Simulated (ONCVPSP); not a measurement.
**Pseudopotential generation for Be (Z = 4): ONCV, LDA (Perdew-Zunger), non-relativistic.**

ONCVPSP 4.0.1 input, shortened (lines: element, Z, core and valence counts, functional; n l f; lmax; l rc ep ncon nbas qcut; lloc lpopt rc5 dvloc0; l nproj debl; icmod fcfact rcfact), LDA (Perdew-Zunger), non-relativistic:

```
  Be 4.00    1    1        3      upf
    1    0    2.00
    2    0    2.00
    2
    0    1.95    0.00    4    7    3.30
    1    2.10    0.31    3    7    4.10
    2    1.80    0.11    3    7    6.40
    4    5    1.80    4.00
    0    3    2.90
    1    2    3.10
    2    2    3.80
    1    0.65    0.00
```

In the p channel the program set the typed energies aside and used 0.050, 3.150 Ha.

- Cutoffs needed: 5.3 Ha and 23 Ha (the cutoffs (Ha) at which the residual kinetic energy of the hardest occupied pseudo-wave falls to 1 and 0.1 mHa per electron) The cutoffs count occupied waves only; projector 2 of the p channel, the hardest unoccupied one, needs 41 Ha at the loose tolerance.
- Ghost test: no bound ghost flagged; no localised positive-energy state flagged
- Largest excitation error: -11 meV (all-electron minus pseudo) for 2s0 2p1, out of 4 test configurations
- rms error of d²Exc/dni dnj: 2.67 mHa without and 0.03 mHa with the model core
